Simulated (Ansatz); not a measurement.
System: S₂, charge 0, multiplicity 1. This is an excited singlet: at this geometry the triplet lies 0.73 eV lower at CCSD(T)/CBS(aug-cc-pV(T+d)Z,aug-cc-pV(Q+d)Z). 
Geometry from a B3LYP-D3(BJ)/def2-TZVP (Ansatz, a program for electronic structure) optimisation:
```xyz
2

S      0.0000     0.0000    -0.9528
S      0.0000     0.0000     0.9528
```
Charge 0, spin multiplicity 1.

Basis-set convergence of Hartree-Fock and CCSD(T) correlation energies (hartree) with Ansatz. Cores are frozen in the correlated levels unless marked. Spin-orbit coupling is left out. Non-relativistic.

The Hartree-Fock reference is unstable (checked in the largest basis), which strains HF and MP2. 

```csv
basis,functions,E(HF),"E(corr, CCSD(T))"
def2-SVP,36,-794.74768,-0.29094
def2-TZVPP,84,-795.02994,-0.38673
def2-QZVPP,140,-795.05314,-0.41576
```

Extrapolating the two largest sets (X = 3 and 4) as X^-3: E(corr) = (64·(-0.41576) - 27·(-0.38673))/37 = -0.4369 Eh, an estimate of the basis-set limit. The largest set recovers 95.2 % of it, the smallest 66.6 %.
